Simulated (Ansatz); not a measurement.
System: H$_{5}$S, charge 0, multiplicity 2. SMILES: [H][S@OH13]([H])([H])([H])[H]
Geometry: optimised at B3LYP-D3(BJ)/def2-TZVP (Ansatz, an electronic-structure program).

Wanted: atomisation energy, in kcal/mol. Set-up: dispersion terms only where a functional's name holds one; valence correlation only; spin-orbit terms left out; atomisation electronic, to ground-state atoms; UHF or UKS for open shells; non-relativistic. Basis-set limits of correlation are two-point, X^-3; Hartree-Fock from the larger set. First-principles rows: single points at B3LYP-D3(BJ) geometries (Ansatz).

```csv
species,coefficient,"E at HF/STO-3G (Ansatz), Eh","E at wB97M-V/def2-TZVPD (Ansatz), Eh"
[H][S@OH20]([H])([H])([H])[H] (H5S),-1,-395.58936,-400.92883
H atom,+5,-0.46658,-0.49411
S atom,+1,-393.13022,-398.09150
```

Coupled cluster (Ansatz) is a level with limits of its own, used here on species with T1 under 0.025 (0.045 for open shells) and stable references: CCSD(T)/CBS(cc-pV(T+d)Z,cc-pV(Q+d)Z). Value to compare with, CCSD(T)/CBS(cc-pV(T+d)Z,cc-pV(Q+d)Z) (Ansatz): 229.4 kcal/mol. 1 Eh = 627.5095 kcal/mol.

Task: Work the quantity out at each level, and compare with CCSD(T)/CBS(cc-pV(T+d)Z,cc-pV(Q+d)Z) (Ansatz).

Result: 
- HF/STO-3G: the sum of coefficient times E is 0.12624 Eh, or 79.22 kcal/mol. Result: 79.2 kcal/mol. Its difference against CCSD(T)/CBS(cc-pV(T+d)Z,cc-pV(Q+d)Z) (Ansatz) is -150.2 kcal/mol.
- wB97M-V/def2-TZVPD: the sum of coefficient times E is 0.36678 Eh, or 230.16 kcal/mol. Result: 230.2 kcal/mol. Its difference against CCSD(T)/CBS(cc-pV(T+d)Z,cc-pV(Q+d)Z) (Ansatz) is 0.8 kcal/mol.
